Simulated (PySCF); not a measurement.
# Low-lying terms of Br⁷⁺ (bromine, charge +7)

Ground state [Ar] 3d10, ¹S. Computed with PySCF 2.14 in def2-TZVPPD with one added diffuse shell each of s, p, d type (8s7p6d1f, 66 functions), with no relativity, point nucleus. Vertical excitation energies in eV without spin-orbit coupling; excited terms of each kind are numbered among those the solver found. Frozen: [Ar].

```
 term  leading excitation  EOM-EE-CCSD
 1 3D              3d → s       72.818
 1 1D              3d → s       73.573
1 3P°              3d → p       88.270
1 3F°              3d → p       88.994
1 1F°              3d → p       89.555
1 1D°              3d → p       90.283
1 3D°              3d → p       90.291
1 1P°              3d → p       90.441
 1 3S              3d → d       113.92
 1 3G              3d → d       115.23
 1 1F              3d → d       116.20
 2 1D              3d → d       116.42
```

The solver can miss terms.
